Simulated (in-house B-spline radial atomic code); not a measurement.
A fraction x of an electron is moved 5p → 5f in Yb, starting from [Xe] 4f14 6s2 and keeping the highest spin. Computed with an all-electron radial atomic-structure program (B-spline basis): scalar-relativistic (X2C) HSE06, spin-polarised, spherical fractional occupations, Fermi nucleus of rms radius 5.3108 fm.

Caution: exact exchange at fractional occupations of open shells leaves self-interaction of up to several eV.

| x | E(x) - E(0) (eV) | 5p down level (eV) | 5f up level (eV) |
| --- | --- | --- | --- |
| 0 | 0.0000 | -28.851 | - |
| 0.375 | 11.3643 | -32.057 | -0.263 |
| 0.5 | 15.4006 | -33.097 | -0.314 |
| 0.625 | ? | ? | ? |
| 0.75 | 23.8409 | -35.129 | -0.399 |
| 0.875 | ? | ? | ? |
| 1 | 32.7588 | -37.072 | -0.466 |

**Question.** What belongs in the row x = 0.625?

**Answer.** An energy change of 19.5599 eV; 5p down at -34.118 eV, 5f up at -0.358 eV.

**Question.** What belongs in the row x = 0.875?

**Answer.** An energy change of 28.2412 eV; 5p down at -36.105 eV, 5f up at -0.433 eV.

**Question.** Check Janak's theorem between x = 0.375 and 0.5.

**Answer.** The slope of the energy is 32.29 eV; the orbital levels give 32.29 eV (ε of the receiving orbital less ε of the emptying one, averaged over the two points).
